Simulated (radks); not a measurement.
The numbers below are computed, except where a source is named.
Initial-state core-level shifts of the platinum ion Pt3+ when its valence configuration changes from [Xe] 4f14 5d7. Level of theory: Dirac Kohn-Sham, PBEsol, spin-unpolarised, spherical densities, point nucleus; open shells fill j = l - 1/2 first (a radial shooting solver on a logarithmic mesh with Libxc functionals). Shifts are changes of the shell-averaged eigenvalues in eV (positive: less bound).

valence                    3p       3d       4s       4d
4f13.5 5d7 6p0.5      -10.196  -10.129   -9.234   -8.720
4f13.5 5d5 6s2 6p0.5  -18.866  -18.855  -17.765  -17.247
4f12 5d7 6p2          -42.359  -42.095  -37.978  -35.818
4f13 5d8              -15.254  -15.096  -13.298  -12.257
4f13.5 5d6 6p1.5      -15.585  -15.543  -14.565  -14.047
4f13 5d7 6s1          -19.519  -19.387  -17.503  -16.460
4f14 5d6 6s1           -4.110   -4.133   -4.060   -4.062
4f13.5 5d4 6s2 6p1.5  -24.511  -24.533  -23.320  -22.793
4f14 5d6.5 6s0.5       -2.034   -2.046   -2.011   -2.012
